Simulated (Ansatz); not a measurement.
## Li⁺ ··· SiH4O

The pair of Li⁺ (SMILES [Li+], atom 1) and SiH4O (SMILES [SiH3]O, atoms 2–7), both closed shells, in one local arrangement (a lower one may exist), relaxed at PBE0-D4/def2-TZVP:

Li1  (-1.830, -0.341, -1.550)
Si2  (0.756, 0.025, 0.183)
O3  (-0.956, 0.026, 0.000)
H4  (1.111, -1.008, 1.174)
H5  (1.176, -0.328, -1.193)
H6  (1.176, 1.383, 0.579)
H7  (-1.434, 0.243, 0.808)
(Å)

Computed with Ansatz 0.2.0 (basis: def2-TZVPPD, with def2-QZVPPD for the basis limit); correlated methods freeze the cores. The outer core shell of Li, Na, Mg and K is correlated. B3LYP uses VWN-RPA correlation. Extrapolation: Hartree–Fock as exp(−7.88 √X), correlation as X^−2.97. Interaction energies count from these two fragments, frozen as in the pair, with the counterpoise correction; negative means bound.

Q: What is the interaction energy by CCSD(T) at an estimated basis limit (MP2 extrapolated from triple and quadruple zeta, plus CCSD(T) − MP2 in triple zeta)? (To be estimated.)

A: Computed: -36.56 kcal/mol. Hartree–Fock alone gives -38.60 kcal/mol at the basis limit. It counts from the two fragments frozen as in the pair.

The same quantity by other methods in triple zeta, and each one's difference from that estimate:
| method | E_int (kcal/mol) | difference |
| --- | --- | --- |
| PBE-D4 | -36.27 | 0.29 |
| revPBE-D4 | -35.03 | 1.54 |
| BLYP-D4 | -36.77 | -0.21 |
| r2SCAN-D4 | -34.96 | 1.61 |
| B97M-V | -35.08 | 1.48 |
| PBE0-D4 | -37.39 | -0.82 |
| B3LYP-D4 | -37.95 | -1.39 |
| HSE06-D4 | -37.35 | -0.79 |
| wB97X-V | -36.81 | -0.24 |
| wB97M-V | -36.80 | -0.24 |
| B2PLYP | -37.10 | -0.54 |
| HF | -37.99 | -1.43 |
| MP2 | -35.29 | 1.28 |
| CCSD | -35.99 | 0.57 |
| CCSD(T) | -35.46 | 1.11 |
Differences are method less estimate.

Q: Which atoms make the shortest contact between the fragments?

A: Li1 and O3, 1.82 Å apart.

Energy to bend the free fragments (PBE0-D4 minima) into their shapes in the pair, CCSD(T)/def2-TZVPPD: SiH4O 2.20 kcal/mol. This must be added to the interaction energy to get the binding energy from relaxed fragments.

Basis-set superposition shift (counterpoise-corrected less uncorrected): CCSD(T) 0.37; MP2 0.33; HF 0.03; PBE0-D4 0.04; wB97M-V 0.07 kcal/mol.

T1 diagnostic: at most 0.012.

For scale, one of the runs: CCSD(T)/def2-TZVPPD, 178 basis functions (an equivalent command: `ansatz run in.yaml --threads 2`). Time: 20 s of wall clock on 2 CPU threads; the host was shared. Peak host memory: 1.6 GiB.
